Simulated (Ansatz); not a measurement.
The inner images of a band of H2O + H4Sn (8 atoms, charge 0, multiplicity 1) are given out of order.

Theory: RKS BLYP/def2-SVP (Ansatz).

Initial state:

```xyz
8
Properties=species:S:1:pos:R:3
Sn 0.361 0.044 -0.150
H 0.378 -0.092 1.578
H 2.016 -0.021 -0.687
H -0.322 1.546 -0.653
H -0.472 -1.304 -0.846
O -2.691 0.030 1.031
H -2.803 -0.936 0.923
H -2.364 0.104 1.950
```

Final state:

```xyz
8
Properties=species:S:1:pos:R:3
Sn -0.150 -0.062 -0.915
H -1.575 0.480 3.650
H 1.401 -0.616 -0.356
H -0.182 1.637 -1.213
H -0.677 -0.983 -2.294
O -1.526 -0.258 0.571
H -1.636 -1.200 0.816
H -1.553 0.371 2.888
```

Question: Put them in order from the first end to the last, with their energies above the first end.
A.
```xyz
8
Properties=species:S:1:pos:R:3
Sn -0.327 -0.088 -0.715
H -0.680 0.711 3.145
H 1.102 -0.732 0.038
H -0.299 1.632 -0.847
H -0.627 -0.865 -2.240
O -1.934 -0.387 0.499
H -2.034 -1.338 0.709
H -1.096 0.437 2.557
```
B.
```xyz
8
Properties=species:S:1:pos:R:3
Sn -0.393 -0.121 -0.564
H -0.315 0.787 2.634
H 0.999 -0.822 0.207
H -0.266 1.595 -0.689
H -0.716 -0.890 -2.086
O -2.065 -0.358 0.580
H -2.215 -1.303 0.787
H -0.926 0.481 2.278
```
C.
```xyz
8
Properties=species:S:1:pos:R:3
Sn -0.238 -0.057 -0.828
H -1.112 0.540 3.473
H 1.257 -0.579 -0.110
H -0.290 1.646 -1.101
H -0.584 -0.969 -2.268
O -1.761 -0.316 0.497
H -1.854 -1.262 0.733
H -1.316 0.366 2.751
```
D.
```xyz
8
Properties=species:S:1:pos:R:3
Sn -0.207 0.046 -0.265
H -0.361 0.733 1.771
H 1.323 -0.633 0.192
H -0.198 1.676 -0.842
H -0.861 -0.988 -1.517
O -2.053 -0.364 0.950
H -2.272 -1.298 1.167
H -1.267 0.199 1.690
```
E.
```xyz
8
Properties=species:S:1:pos:R:3
Sn 0.278 0.129 -0.201
H 0.010 0.198 1.514
H 1.946 -0.306 -0.402
H -0.031 1.689 -0.875
H -0.686 -1.068 -0.990
O -2.738 -0.180 1.170
H -2.613 -1.147 1.091
H -2.063 0.056 1.839
```
F.
```xyz
8
Properties=species:S:1:pos:R:3
Sn 0.059 0.171 -0.203
H -0.199 0.579 1.506
H 1.625 -0.556 -0.045
H 0.002 1.721 -0.961
H -0.851 -0.925 -1.204
O -2.448 -0.331 1.130
H -2.362 -1.302 1.219
H -1.723 0.013 1.704
```
G.
```xyz
8
Properties=species:S:1:pos:R:3
Sn -0.364 -0.085 -0.400
H -0.290 0.758 2.117
H 1.142 -0.720 0.214
H -0.223 1.616 -0.702
H -0.867 -0.967 -1.788
O -2.065 -0.352 0.758
H -2.250 -1.288 0.984
H -0.979 0.407 1.964
```

Answer: E (+6.3 kJ/mol), F (+38.7 kJ/mol), D (+137.1 kJ/mol), G (+51.6 kJ/mol), B (+18.2 kJ/mol), A (+12.7 kJ/mol), C (+10.8 kJ/mol).

The run took 6.5 min on 1 thread of Arm Neoverse V1, with other jobs on the host, peak memory 0.12 GiB.
